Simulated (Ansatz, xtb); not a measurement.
Isomers of FH6NSi3 in order of energy

10 gas-phase structures of FH6NSi3, found in a search over its isomers (lower ones may exist). Each was relaxed with GFN2-xTB; where two conformers were screened, the lower at r2SCAN-D4/def2-SVP is listed:

A. `F[SiH2]/[SiH]=N/[SiH3]`, a singlet
B. `F[SiH2]/N=[SiH]/[SiH3]`, a singlet
C. `F/[Si]([SiH3])=N\[SiH3]`, a singlet
D. `F[SiH2][SiH2]N=[SiH2]`, a singlet
E. `F[SiH2]N=[SiH][SiH3]`, a singlet
F. a singlet given by its coordinates
G. `F/[Si]([SiH3])=N/[SiH3]`, a singlet
H. `F[SiH2]/[SiH]=N\[SiH3]`, a singlet
I. a singlet given by its coordinates
J. `F[SiH2]/N=[SiH]\[SiH3]`, a singlet

F (Å):

```xyz
11

F    -1.7685    0.6205    0.3848
N     0.5204    1.6605   -0.0587
Si   -1.0763    2.1178    0.4045
Si    1.6489    2.9531   -0.3640
Si    0.9882   -0.0152   -0.2800
H     0.9742    4.1840    0.0405
H     2.8653    2.7247    0.4174
H     1.9844    2.9730   -1.7903
H     2.4301   -0.0085   -0.5210
H     0.6741   -0.7356    0.9532
H     0.2707   -0.5490   -1.4379
```

Close contacts (Å): F1–Si3 1.65, N2–Si3 1.72, N2–Si4 1.74, N2–Si5 1.75, Si4–H6 1.46, Si4–H7 1.46, Si4–H8 1.47, Si5–H9 1.46, Si5–H10 1.46, Si5–H11 1.46.

I (Å):

```
atom    x (Å)    y (Å)    z (Å)
   F   0.9732   2.1536  -1.9975
   N   0.0475   0.7868   0.1341
  Si   1.2217   1.9347  -0.4179
  Si  -1.4835   1.5941  -0.0703
  Si   0.4311  -0.8476   0.5813
   H   0.9987   3.2299   0.1970
   H   2.5769   1.4134  -0.3360
   H  -0.7624  -1.3958   1.2242
   H  -2.3713   0.4034   0.0966
   H   1.5494  -0.7765   1.5254
   H   0.7986  -1.6155  -0.6108
```

Close contacts (Å): F1–Si3 1.61, N2–Si3 1.73, N2–Si4 1.74, N2–Si5 1.74, Si3–Si4 2.75, Si3–H6 1.45, Si3–H7 1.45, Si4–H9 1.49, Si5–H8 1.46, Si5–H10 1.47, Si5–H11 1.46.

Question: Estimate their order in r2SCAN-D4/def2-SVP energy at these geometries, lowest first.

Answer: Calculated order at r2SCAN-D4/def2-SVP: F (0.000), I (0.659), B (1.065), C (1.085), E (1.098), J (1.172), G (1.185), A (1.591), H (1.594), D (1.598) eV. Less than 1 kcal/mol parts B and C; C and E; J and G; A and H; H and D, so the order within those pairs means little.

Energies above the lowest of each column, in eV; the last columns are at PBE0-D3(BJ)/pcseg-1 geometries and were run for some of them only (a dash: not run or not comparable):

| structure | GFN2-xTB | HF/STO-3G | r2SCAN-D4/def2-SVP | PBE0-D3(BJ)/pcseg-1 |
| --- | --- | --- | --- | --- |
| F | 0.000 | 0.000 | 0.000 | 0.000 |
| I | 0.157 | 0.958 | 0.659 | 0.445 |
| B | 0.263 | 2.543 | 1.065 | – |
| C | 0.482 | 2.622 | 1.085 | – |
| E | 0.309 | 2.637 | 1.098 | – |
| J | 0.264 | 2.652 | 1.172 | – |
| G | 0.468 | 2.626 | 1.185 | – |
| A | 0.289 | 2.951 | 1.591 | – |
| H | 0.328 | 2.939 | 1.594 | – |
| D | 0.333 | 3.119 | 1.598 | – |

Every level run on F puts it lowest or level with the lowest. Some further structures that were screened fall inside this span and aren't listed. Flexible structures stand in one conformer each, not always the lowest. Frequencies (PBE0-D3(BJ)/pcseg-1) were run for F alone.

Over these structures GFN2-xTB departs from r2SCAN-D4/def2-SVP by 0.296 eV on average once a common shift is removed. A GFN2-xTB relaxation took about 0.17 s and the r2SCAN-D4/def2-SVP energy about 1.4 s on a shared host (Ansatz 0.2.0, xtb 6.7.1).
